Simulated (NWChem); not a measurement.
## Atomisation of HSi

```
Si
H 1 1.5553
```
Charge 0, spin multiplicity 2.

The numbers come from NWChem runs, not from measurements. Structure: optimised with UPBE/def2-SVP, a minimum by its harmonic frequencies.

Basis set: def2-QZVP. The atomisation energy is electronic alone: no zero-point, thermal, spin-orbit or counterpoise terms. No value is extrapolated to the basis-set limit. Free atoms are single determinants with multiplicities Si 3, H 2. Correlated methods freeze the same cores in atoms and molecule, 5 orbitals in all.

The correlated methods keep 5 core orbitals frozen. B3LYP has NWChem's definition, with VWN1-RPA local correlation. This spin state was chosen for the runs; another may lie lower. The structure started from a generated list of species. The unpaired electrons of the parent sit in orbitals of symmetry b1 (C2v labels of the run); other states weren't searched. No SCF solution was tested for a lower state. Open-shell Hartree-Fock references start from PBE0 orbitals. No row is a measurement; the coupled-cluster row has its own basis-set and correlation limits.

```csv
method,atomisation energy (kcal/mol)
LC-wPBE (omega 0.3 per bohr),(withheld)
PBE0,71.3
r2SCAN,72.1
HF,52.3
MP2,68.8
PBE,71.9
B3LYP,74.8
CCSD(T),(withheld)
BHandHLYP,(withheld)
```

**Question.** Some entries are withheld; supply them.

**Answer.** 
- LC-wPBE (omega 0.3 per bohr), atomisation energy (kcal/mol): 70.9
- CCSD(T), atomisation energy (kcal/mol): 72.8
- BHandHLYP, atomisation energy (kcal/mol): 73.5
